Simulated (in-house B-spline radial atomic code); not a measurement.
A run on Ar that did not converge. Method: non-relativistic B3LYP, spin-polarised, spherical fractional occupations, point nucleus; computed with a B-spline radial code for spherical atoms.

Command:
```bash
python run_scf.py task.json out
```
Settings:
```
Z                18
configuration    [Ne] 3s2 3p5.75 3d0.25
hamiltonian      nr
method           b3lyp
spin_polarised   True
```

First and last ten iterations of the last attempt (damped for 15 steps, keeping 80 % of the old Fock matrix, then DIIS):
```
 iter        energy (Eh)    residual
    1        -525.250530    2.60e-01
    2        -526.329762    1.55e-01
    3        -526.860680    1.06e-01
    4        -527.155742    7.07e-02
    5        -527.357208    4.34e-02
    6        -527.408043    2.87e-02
    7        -527.431901    1.88e-02
    8        -527.442835    1.24e-02
    9        -527.447754    8.20e-03
   10        -527.449945    5.39e-03
  111        -527.451782    8.01e-07
  112        -527.451782    6.22e-07
  113        -527.451782    1.11e-06
  114        -527.451782    6.79e-07
  115        -527.451782    1.11e-06
  116        -527.451782    1.19e-06
  117        -527.451782    1.33e-06
  118        -527.451782    1.32e-06
  119        -527.451782    1.33e-06
  120        -527.451782    1.32e-06
 not converged after 120 iterations
```

The smallest residual met was 4.3e-07; the threshold is about 2e-07. Over the last five steps the energy moves by less than 1e-08 hartree, but the orbitals didn't meet the threshold. Time taken, with all properties: 2.1 s on 1 thread of Intel(R) Xeon(R) 6975P-C (shared host).
